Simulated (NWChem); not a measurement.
Species: SiHF, singlet; SMILES [SiH]F

Computed with NWChem. Low-valent species are run as closed-shell singlets; no triplet was tried in these runs. Coordinates come from a PBE-D3(BJ)/def2-SVP optimisation. Vertical excitations in the gas phase; the lowest state need not have the same character in each row.

```tsv
level	lowest excitation, singlet (eV)	oscillator strength of that lowest state	lowest state with f > 0.02, singlet (eV)	oscillator strength of that bright state	orbital gap (eV)
PBE/aug-cc-pVDZ, full TDDFT	2.76	0.017	5.16	0.047	2.25
B3LYP/aug-cc-pVDZ, full TDDFT	2.89	0.019	5.39	0.055	3.87
LDA (Slater exchange, VWN5)/aug-cc-pVDZ, full TDDFT	…	0.014	…	0.044	…
CAM-B3LYP/aug-cc-pVDZ, full TDDFT	2.86	0.019	5.48	0.058	6.65
```

Question: What belongs in the gaps?

Answer: 
- LDA (Slater exchange, VWN5)/aug-cc-pVDZ, full TDDFT, lowest excitation, singlet (eV): 2.66
- LDA (Slater exchange, VWN5)/aug-cc-pVDZ, full TDDFT, lowest state with f > 0.02, singlet (eV): 5.12
- LDA (Slater exchange, VWN5)/aug-cc-pVDZ, full TDDFT, orbital gap (eV): 2.12
